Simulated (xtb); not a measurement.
xtb input (GFN1-xTB):

```bash
xtb mol.xyz --gfn 1 --sp --chrg 0 --uhf 0
```
mol.xyz:
```
3

Li    -0.00000000    -0.00000000    -1.86756739
C      0.00000000     0.00000000     1.06166983
N     -0.00000000    -0.00000000    -0.10961669
```

Output:

```
           -------------------------------------------------
          |                Calculation Setup                |
           -------------------------------------------------

           -------------------------------------------------
          |                 G F N 1 - x T B                 |
           -------------------------------------------------

        Reference                      10.1021/acs.jctc.7b00118
      * Hamiltonian:
        H0-scaling (s, p, d)           1.850000    2.250000    2.000000
        zeta-weighting                 0.000000
      * Dispersion:
        s8                             2.400000
        a1                             0.630000
        a2                             5.000000
        s9                             0.000000
      * Repulsion:
        kExp                           1.500000
        rExp                           1.000000
      * Coulomb:
        alpha                          2.000000
        third order                    atomic
        anisotropic                    false
      * Halogen bond correction:
        rad-scale                      1.300000
        damping                        0.440000

          ...................................................
          :                      SETUP                      :
          :.................................................:
          :  # basis functions                  12          :
          :  # atomic orbitals                  12          :
          :  # shells                            6          :
          :  # electrons                        10          :
          :  # halogen bonds                     0          :
          :  max. iterations                   250          :
          :  Hamiltonian                  GFN1-xTB          :
          :  restarted?                      false          :
          :  GBSA solvation                  false          :
          :  PC potential                    false          :
          :  electronic temp.          300.0000000     K    :
          :  accuracy                    1.0000000          :
          :  -> integral cutoff          0.2500000E+02      :
          :  -> integral neglect         0.1000000E-07      :
          :  -> SCF convergence          0.1000000E-05 Eh   :
          :  -> wf. convergence          0.2000000E-04 e    :
          :  Broyden damping             0.4000000          :
          :  net charge                          0          :
          :  unpaired electrons                  0          :
          ...................................................

 iter      E             dE          RMSdq      gap      omega  full diag
   1     -5.5435782 -0.554358E+01  0.750E+00    0.51       0.0  T
   2     -5.6674202 -0.123842E+00  0.474E+00    3.40       1.0  T
   3     -5.6709882 -0.356797E-02  0.301E+00    2.89       1.0  T
   4     -5.6707174  0.270744E-03  0.547E-01    2.19       1.0  T
   5     -5.6713807 -0.663279E-03  0.245E-01    2.40       1.0  T
   6     -5.6715360 -0.155245E-03  0.850E-03    2.57       6.8  T
   7     -5.6715362 -0.224800E-06  0.750E-04    2.56      76.9  T
   8     -5.6715362 -0.812320E-09  0.239E-04    2.56     241.4  T
   9     -5.6715362 -0.158062E-09  0.627E-06    2.56    9212.2  T
  10     -5.6715362 -0.101252E-12  0.348E-07    2.56  100000.0  T

   *** convergence criteria satisfied after 10 iterations ***

         #    Occupation            Energy/Eh            Energy/eV
      -------------------------------------------------------------
         1        2.0000           -0.6898993             -18.7731
         2        2.0000           -0.4784841             -13.0202
         3        2.0000           -0.4309746             -11.7274
         4        2.0000           -0.4309746             -11.7274
         5        2.0000           -0.3590575              -9.7705 (HOMO)
         6                         -0.2649592              -7.2099 (LUMO)
         7                         -0.1912320              -5.2037
         8                         -0.1912320              -5.2037
         9                         -0.1398592              -3.8058
        10                         -0.1398592              -3.8058
       ...                                ...                  ...
        12                          1.0273750              27.9563
      -------------------------------------------------------------
                  HL-Gap            0.0940983 Eh            2.5605 eV
             Fermi-level           -0.3120083 Eh           -8.4902 eV

 SCC (total)                   0 d,  0 h,  0 min,  0.002 sec
 SCC setup                      ...        0 min,  0.000 sec (  3.666%)
 Dispersion                     ...        0 min,  0.000 sec (  1.935%)
 classical contributions        ...        0 min,  0.000 sec (  0.699%)
 integral evaluation            ...        0 min,  0.001 sec ( 21.567%)
 iterations                     ...        0 min,  0.001 sec ( 41.385%)
 molecular gradient             ...        0 min,  0.001 sec ( 24.817%)
 printout                       ...        0 min,  0.000 sec (  5.513%)

         :::::::::::::::::::::::::::::::::::::::::::::::::::::
         ::                     SUMMARY                     ::
         :::::::::::::::::::::::::::::::::::::::::::::::::::::
         :: total energy              -5.583504235624 Eh    ::
         :: gradient norm              0.016111482324 Eh/a0 ::
         :: HOMO-LUMO gap              2.560544419700 eV    ::
         ::.................................................::
         :: SCC energy                -5.671536183202 Eh    ::
         :: -> electrostatic           0.028835046950 Eh    ::
         :: repulsion energy           0.088552015644 Eh    ::
         :: dispersion energy         -0.000520068065 Eh    ::
         :: halogen bond corr.         0.000000000000 Eh    ::
         :: add. restraining           0.000000000000 Eh    ::
         :: total charge               0.000000000000 e     ::
         :::::::::::::::::::::::::::::::::::::::::::::::::::::

           -------------------------------------------------
          |                Property Printout                |
           -------------------------------------------------

    * Orbital Energies and Occupations

         #    Occupation            Energy/Eh            Energy/eV
      -------------------------------------------------------------
         1        2.0000           -0.6898993             -18.7731
         2        2.0000           -0.4784841             -13.0202
         3        2.0000           -0.4309746             -11.7274
         4        2.0000           -0.4309746             -11.7274
         5        2.0000           -0.3590575              -9.7705 (HOMO)
         6                         -0.2649592              -7.2099 (LUMO)
         7                         -0.1912320              -5.2037
         8                         -0.1912320              -5.2037
         9                         -0.1398592              -3.8058
        10                         -0.1398592              -3.8058
        11                          0.1396247               3.7994
        12                          1.0273750              27.9563
      -------------------------------------------------------------
                  HL-Gap            0.0940983 Eh            2.5605 eV
             Fermi-level           -0.3120083 Eh           -8.4902 eV

  Mulliken/CM5 charges         n(s)   n(p)   n(d)
     1Li    0.44459  0.64965   0.173  0.382  0.000
     2C    -0.06212  0.04639   1.517  2.545  0.000
     3N    -0.38247 -0.69604   1.579  3.804  0.000

Wiberg/Mayer (AO) data.
largest (>0.10) Wiberg bond orders for each atom

 ---------------------------------------------------------------------------
Note: The following floating-point exceptions are signalling: IEEE_DENORMAL
normal termination of xtb
     #   Z sym  total        # sym  WBO       # sym  WBO       # sym  WBO
 ---------------------------------------------------------------------------
     1   3 Li   0.962 --     3 N    0.713     2 C    0.249
     2   6 C    2.886 --     3 N    2.638     1 Li   0.249
     3   7 N    3.350 --     2 C    2.638     1 Li   0.713
 ---------------------------------------------------------------------------

Topologies differ in total number of bonds
Writing topology from bond orders to xtbtopo.mol

 dipole moment from electron density (au)
     X       Y       Z
   0.0000   0.0000  -3.1171  total (Debye):    7.923

           -------------------------------------------------
          | TOTAL ENERGY               -5.583504235624 Eh   |
          | GRADIENT NORM               0.016111482324 Eh/α |
          | HOMO-LUMO GAP               2.560544419700 eV   |
           -------------------------------------------------

------------------------------------------------------------------------
------------------------------------------------------------------------
 total:
 SCF:
```
